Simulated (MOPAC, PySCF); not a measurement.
C₄H₅BO, SMILES `Bc1ccoc1`, neutral singlet in the gas phase. 

Cartesian coordinates (Å):
SMILES: c1occ(c1)B
```xyz
11

B      1.9361    -0.0971     0.0380
C      0.4270     0.0218    -0.0029
C     -0.6053    -0.9587     0.2443
C     -1.7842    -0.3406     0.0764
O     -1.5830     0.9708    -0.2620
C     -0.2617     1.1624    -0.3029
H      2.4633    -1.1307     0.3096
H      2.6079     0.8576    -0.2048
H     -0.4571    -1.9911     0.5127
H     -2.8112    -0.6499     0.1497
H      0.0682     2.1555    -0.5580
```
Charge 0, multiplicity 1.

All levels are single points at this geometry (CAM-B3LYP-D3(BJ)/def2-TZVP); Pople sets use spherical d functions. Orbital energies aren't observables, and empty levels follow the basis.

B3LYP/6-311+G** in PySCF gives dipole (D) = 1.15.

### Question
Estimate the dipole (D) from each of these levels: CAM-B3LYP-D3(BJ)/def2-TZVP in PySCF; PBE-D3(BJ)/def2-TZVP in PySCF; TPSSh-D3(BJ)/def2-TZVP in PySCF; BP86/6-31G* in PySCF; M06-2X/6-31G* in PySCF; PBE/6-31G* in PySCF; SVWN5/6-31G* in PySCF; HF/3-21G in PySCF; HF/STO-3G in PySCF; AM1 in MOPAC; PM3 in MOPAC; PM7 in MOPAC.

### Answer

```json
[
 {"level": "CAM-B3LYP-D3(BJ)/def2-TZVP in PySCF", "dipole (D)": "1.15"},
 {"level": "PBE-D3(BJ)/def2-TZVP in PySCF", "dipole (D)": "1.50"},
 {"level": "TPSSh-D3(BJ)/def2-TZVP in PySCF", "dipole (D)": "1.34"},
 {"level": "BP86/6-31G* in PySCF", "dipole (D)": "1.55"},
 {"level": "M06-2X/6-31G* in PySCF", "dipole (D)": "1.10"},
 {"level": "PBE/6-31G* in PySCF", "dipole (D)": "1.56"},
 {"level": "SVWN5/6-31G* in PySCF", "dipole (D)": "1.57"},
 {"level": "HF/3-21G in PySCF", "dipole (D)": "0.76"},
 {"level": "HF/STO-3G in PySCF", "dipole (D)": "0.79"},
 {"level": "AM1 in MOPAC", "dipole (D)": "0.61"},
 {"level": "PM3 in MOPAC", "dipole (D)": "1.72"},
 {"level": "PM7 in MOPAC", "dipole (D)": "0.71"}
]
```
